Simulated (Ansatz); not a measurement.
(AlP)n off (charge +1): gap (eV) at several levels, gas phase, relaxed structures; Ansatz. Clusters are the lowest isomers that short searches found in that spin, judged at the geometry's level. HOMO and LUMO are taken over both spins. Singlets are spin-restricted. The structures are stationary points that may keep the symmetry of their start. Remarks come from the PBE and PBE0 runs and from stability tests at other levels; not every state was tested.

| species | state | geometry | PBE-D4/def2-SVP | PBE-D4/def2-TZVP | PBE0-D4/def2-SVP | PBE0-D4/def2-TZVP | remarks |
| --- | --- | --- | --- | --- | --- | --- | --- |
| Al2P2⁺ | doublet | B3LYP-D4/def2-TZVP | 0.87 | 0.88 | 2.33 | 2.36 | – |
| Al3P2⁺ | singlet | PBE-D4/def2-SVP | 0.92 | 0.91 | 2.30 | 2.30 | – |
| Al4P3⁺ | singlet | PBE-D4/def2-SVP | 1.93 | 1.89 | 3.23 | 3.21 | restricted SCF unstable in HF |

Problem. Estimate the column for r2SCAN-D4/def2-TZVP.

Solution. Al2P2⁺ 1.39; Al3P2⁺ 0.99; Al4P3⁺ 2.00.

Over the 3 species that have every level, the mean is 1.24 at PBE-D4/def2-SVP, 1.23 at PBE-D4/def2-TZVP, 1.46 at r2SCAN-D4/def2-TZVP, 2.62 at PBE0-D4/def2-SVP, 2.62 at PBE0-D4/def2-TZVP. Orbital gaps grow with the share of exact exchange and aren't one observable across functionals.
